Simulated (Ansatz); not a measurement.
`CC(Cl)Cl` and `[SiH3]CC(Cl)Cl` differ in one atom or group.

Ansatz, PBE0-D4/def2-TZVP geometries, multiplicity 1. Each molecule was computed in one conformer, which needn't be the lowest.

```csv
property,`CC(Cl)Cl`
HOMO–LUMO gap (B3LYP/def2-TZVPP) / eV,8.16
HOMO energy (ωB97M-V/def2-TZVPP) / eV,-10.88
HOMO energy (B3LYP/def2-TZVPP) / eV,-8.33
size of the dipole moment (ωB97M-V/def2-TZVPP) / D,2.02
LUMO energy (B3LYP/def2-TZVPP) / eV,-0.17
HOMO–LUMO gap (ωB97M-V/def2-TZVPP) / eV,13.12
```

**Question.** Give the same properties after the change, and the shifts. (Estimate.)

**Answer.** Computed: 
```csv
property,`[SiH3]CC(Cl)Cl`,shift
HOMO–LUMO gap (B3LYP/def2-TZVPP) / eV,7.95,-0.21
HOMO energy (ωB97M-V/def2-TZVPP) / eV,-10.86,0.02
HOMO energy (B3LYP/def2-TZVPP) / eV,-8.32,0.01
size of the dipole moment (ωB97M-V/def2-TZVPP) / D,1.66,-0.36
LUMO energy (B3LYP/def2-TZVPP) / eV,-0.37,-0.20
HOMO–LUMO gap (ωB97M-V/def2-TZVPP) / eV,12.73,-0.39
```

Dipoles are sizes alone; their direction can turn.

B3LYP here is the variant with VWN-RPA as its local correlation; programs differ in this.
